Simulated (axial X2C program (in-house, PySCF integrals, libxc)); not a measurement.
# Which molecule has these constants?

All values come from calculations with an in-house all-electron X2C program for linear molecules (integrals from PySCF), spin-free (one-electron X2C) or two-component (2c: spin–orbit coupling with atomic mean-field Coulomb and Gaunt terms, which also bring small scalar terms), in Dyall basis sets with cores contracted in-house; open shells are unrestricted.

A two-component CCSD(T) calculation in a Dyall 3-zeta basis gave Re = 3.154 Å, ωe = 109.1 cm⁻¹, De = 0.39 eV, Ω = 1/2.

Problem. Which molecule is it?
A. NaAg⁺
B. NaCd⁺
C. NaMo⁺
D. NaPd⁺
E. NaIn⁺

Solution. A. The others have NaIn⁺ 3.553 Å and 103.0 cm⁻¹ (Ω = 1/2); NaMo⁺ 3.339 Å and 114.7 cm⁻¹ (Ω = 3); NaPd⁺ 2.926 Å and 126.8 cm⁻¹ (Ω = 0); NaCd⁺ 3.198 Å and 110.5 cm⁻¹ (Ω = 0).

Frozen shells (counts by l): NaAg⁺ Ag 4s3p1d, Na 2s1p, 11 electrons correlated; NaIn⁺ In 4s3p2d, Na 2s1p, 3 electrons correlated; NaMo⁺ Mo 4s3p1d, Na 2s1p, 6 electrons correlated; NaPd⁺ Pd 4s3p1d, Na 2s1p, 10 electrons correlated; NaCd⁺ Cd 4s3p1d, Na 2s1p, 12 electrons correlated. Coupled cluster in natural virtuals with an MP2 remainder. Where the outer core of a metal is frozen, bonds come out longer and ionisation energies lower.

Each entry is the lowest single determinant of a limited PBE0 search at one distance. De goes to single-determinant-based atoms at the same level (for ions the charge split of lowest energy) and is withheld (n/a) where an atom does not fit its ground term or J level. Main or longest-lived isotopes. One determinant is a doubtful description, or other states lie close, for NaMo⁺; these need not be ground states, and all values refer to the states named. Some open-shell Ω = 0 determinants are out of reach, so the Ω given for NaMo⁺ need not be the lowest component. With several unpaired electrons the Ω given is that of one determinant, not necessarily of the lowest component.
